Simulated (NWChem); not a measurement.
Molecule: iminoborane (BNH₂); SMILES B=N

```xyz
4

B      0.0001     0.6867     0.0000
N      0.0002    -0.5459     0.0000
H     -0.0002     1.8583     0.0000
H      0.0032    -1.5374     0.0000
```
Atoms are numbered in this order, from 1.

All runs use the structure optimised with PBE0-D3(BJ)/def2-TZVP. B3LYP is NWChem's, with the RPA form of VWN correlation.

Question: Split the isotropic spin-spin couplings (Hz) from B3LYP/pcJ-1 (NWChem) into Fermi-contact, spin-dipolar, paramagnetic and diamagnetic spin-orbit terms, for the pairs 1–2, 1–3, 2–3.

Answer: 
```
pair               FC    SD    PSO    DSO   total
-------------  ------  ----  -----  -----  ------
11B(1)–14N(2)   61.46  2.82   1.77   0.01   66.06
11B(1)–1H(3)   261.42  0.48  -0.66   0.39  261.63
14N(2)–1H(3)    11.15  0.25   1.41  -0.24   12.57
```
